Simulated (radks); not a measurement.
Q: Valence configurations of Au3+ (all share [Xe]). Calculated with a radial shooting solver on a logarithmic mesh with Libxc functionals: Dirac Kohn-Sham, LDA (Slater exchange, Perdew-Wang correlation), spin-unpolarised, spherical densities, finite nucleus; open shells are shared between the two j in proportion to 2j + 1; Fermi nuclear charge, rms radius 5.4371 fm. Order these by energy: 4f14 5d8; 4f14 5d6 6p2; 4f12 5d8 6s2; 4f13.5 5d8 6s0.5; 4f12.5 5d8 6s1.5; 4f13 5d7 6p2; 4f14 5d7 6s1; 4f13 5d8 6s1; 4f14 5d5 6s2 6p1; 4f14 5d7 6p1.

A: From the lowest, in eV above it: 4f14 5d8 0.000; 4f14 5d7 6s1 7.913; 4f14 5d7 6p1 17.977; 4f14 5d6 6p2 38.341; 4f14 5d5 6s2 6p1 39.019; 4f13.5 5d8 6s0.5 43.893; 4f13 5d8 6s1 91.387; 4f13 5d7 6p2 123.62; 4f12.5 5d8 6s1.5 142.58; 4f12 5d8 6s2 197.58. NIST lists [Xe] 4f14 5d8 as the ground configuration; this level of theory agrees among the configurations tried. The energies are those of spherical spin-averaged densities, not of single terms.
